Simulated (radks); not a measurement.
Results of a calculation; reference values are marked as such.
Ionisation of C+, [He] 2s2 2p1, to C2+, [He] 2s2, under several functionals. Scalar-relativistic Kohn-Sham, spin-unpolarised, spherical densities, finite nucleus; a radial shooting solver on a logarithmic mesh with Libxc functionals.

functional	E(C+) (hartree)	Exc (hartree)	IE (eV)	-e(HOMO) (eV)	<r> HOMO (bohr)	IE error (eV)
SOGGA	-37.16431	-4.54671	23.901	16.796	1.509	-0.482
LDA (Slater exchange, Perdew-Wang correlation)	-37.03691	-4.40746	24.258	17.120	1.500	-0.125
PBEsol	-37.19688	-4.58028	24.019	16.907	1.506	-0.365
RPBE	-37.43052	-4.82883	24.079	16.948	1.512	-0.304
BLYP	-37.41966	-4.81638	24.175	16.993	1.504	-0.208
exchange-only LDA	-36.71189	-4.06993	22.854	15.777	1.521	-1.530

NIST Atomic Spectra Database: 24.383 eV (measured). Closest: LDA (Slater exchange, Perdew-Wang correlation). The Delta-SCF values span 1.40 eV, the total energies 0.72 hartree. The highest occupied level is 2p. Spin polarisation and multiplet splitting are left out, so open shells lie too high by an amount that depends on their filling.

Beside tabulated values, note that spin-unpolarised runs miss the spin-polarisation part of the exchange energy of open shells.
